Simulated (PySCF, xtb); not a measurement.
Zn(Et)(NH2) (C₂H₇NZn), SMILES C[CH2][Zn][NH2]. Other conformers were not sampled.

Harmonic wavenumbers (cm⁻¹) from GFN2-xTB (xtb 6.7.1) at its own minimum, in rising order: 38, 55, 88, 189, 213, 384, 462, 528, 539, 615, 939, 994, 1055, 1214, 1238, 1415, 1483, 1498, 1505, 1554, 2968, 2975, 2999, 3010, 3014, 3423, 3440.

**Question.** What does B3LYP-D3(BJ)/def2-SVP (PySCF) give at its own minimum? (An estimate is asked for; the answer gives what the named calculation found.)

**Answer.** 36, 97, 125, 245, 248, 378, 509, 613, 671, 713, 939, 965, 1029, 1212, 1248, 1398, 1437, 1474, 1482, 1538, 3005, 3020, 3060, 3072, 3094, 3510, 3592. Paired by order, the mean absolute difference is 47 cm⁻¹ and the zero-point energies are 54.1 and 55.3 kcal/mol.
